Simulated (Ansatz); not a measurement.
Mulliken charges of BrGeH2N (`[NH2][Ge][Br]`) from ωB97M-V/def2-TZVPP in Ansatz (PBE0-D4/def2-TZVP geometry).

| atom | x (Å) | y (Å) | z (Å) | charge (e) |
| --- | --- | --- | --- | --- |
| N1 | -0.464 | 0.338 | -0.424 | -0.359 |
| Ge2 | -0.368 | -1.144 | 0.611 | 0.436 |
| Br3 | 1.894 | -0.846 | 1.260 | -0.349 |
| H4 | 0.296 | 0.984 | -0.574 | 0.147 |
| H5 | -1.308 | 0.594 | -0.914 | 0.125 |

**Question.** By hand: the dipole of these point charges (1 e Å = 4.8032 D).

**Answer.** Σ q r = (-0.775, -0.106, -0.220) e Å, of length 0.813 e Å = 3.91 D.

**Question.** How does the dipole of the full density compare? (Estimate.)

**Answer.** The calculation gave: (-0.515, 0.192, -0.323) e Å, 3.06 D; the point charges give 1.28 times that, at 30° from its direction.

Point charges leave out the atoms' own dipoles, such as those of lone pairs, and Mulliken's split depends on the basis, so the two needn't agree.
